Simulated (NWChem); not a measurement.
Species: SiHSBr, singlet; SMILES [Si](S)Br

```xyz
4

Si     1.0623    -0.6326    -0.0076
Br    -0.1815     1.2563     0.0079
S     -0.5673    -2.0290    -0.0116
H      0.2502    -3.1091    -0.0207
```
Atoms are numbered in this order, from 1.

All runs: NWChem. Geometry optimised at PBE0/def2-SVP; all other runs use it. Low-valent species are run as closed-shell singlets; no triplet was tried in these runs. This build's default masses of Se (78.918 u) and Br (79.917 u) are each other's, which moves their modes by up to 0.6 %.

```tsv
quantity	level	value
solvation free energy (kcal/mol) in water	PBE0/def2-SVP, SMD	[?]
−ε(HOMO) (eV)	PBE/def2-SVP	6.05
isotropic polarisability (bohr³), static	CAM-B3LYP/def2-SVPD	75.0
vertical, lowest state with f > 0.02, singlet (eV)	CAM-B3LYP/def2-SVPD, TDA	[?]
dipole (D)	PBE0/def2-SVP	[?]
highest harmonic frequency (cm⁻¹)	PBE0/def2-SVP	2690
```

Question: Some entries are withheld; supply them.

Answer: 
- solvation free energy (kcal/mol) in water, value: -2.4
- vertical, lowest state with f > 0.02, singlet (eV), value: 3.65
- dipole (D), value: 1.95
